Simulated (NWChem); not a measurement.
# ZnNH₃O; SMILES [NH2][Zn][OH]

```xyz
6

Zn     0.0021     0.0184     0.0173
O     -0.0062     1.7845    -0.1182
H      0.0209     2.2543     0.7204
N     -0.0058    -1.7898    -0.1124
H     -0.8145    -2.2741     0.2700
H      0.8211    -2.2789     0.2218
```
Atoms are numbered in this order, from 1.

Program: NWChem. Structure relaxed at the PBE0/def2-SVP level. Ions are spin-unrestricted doublets at the neutral geometry; other ion states weren't tried. Functional: LC-ωPBE (HJS hole) with def2-SVP; rows give the range parameter ω in 1/bohr.

```csv
range parameter (1/bohr),"vertical ionisation energy, ΔSCF (eV)",−ε(HOMO) (eV),ΔSCF minus −ε(HOMO) (eV)
0.10,8.93,6.49,2.44
0.15,9.08,7.15,1.93
0.20,[?],[?],[?]
0.25,9.26,8.25,1.01
0.30,9.30,8.69,0.61
```

### Question
Complete the blanks.

### Answer

- 0.20, vertical ionisation energy, ΔSCF (eV): 9.18
- 0.20, −ε(HOMO) (eV): 7.73
- 0.20, ΔSCF minus −ε(HOMO) (eV): 1.45
